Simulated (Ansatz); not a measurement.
Basis-set extrapolation for AlH₈NOSi₂ (`[AlH2][NH][SiH2]O[SiH3]`) (PBE0-D4/def2-TZVP geometry, frozen core, the Gaussian-basis code of Ansatz). Multiplicity 1, RHF reference.

|  | def2-TZVPP | def2-QZVPP |
| --- | --- | --- |
| HF | -954.002775 | -954.036191 |
| MP2 correlation | -0.774102 | -0.833028 |
| CCSD(T) correlation | -0.858612 | not run |

Energies in hartree. Use E(X) = E(∞) + A·exp(−7.88·√X) for Hartree–Fock and E(X) = E(∞) + B·X^(−2.97) for correlation, with X = 3 and 4, and add CCSD(T) minus MP2 of the smaller set to the MP2 limit.

What is the CCSD(T) energy at the basis-set limit?

HF limit: -954.036191 + (-0.033416) × 0.13774 = -954.04079. MP2 limit: -0.833028 + (-0.058926) × 0.74074 = -0.87668. Higher-order term: -0.858612 − (-0.774102) = -0.08451. Total: -955.00198 hartree, 88.2 kcal/mol below CCSD(T)/def2-TZVPP.
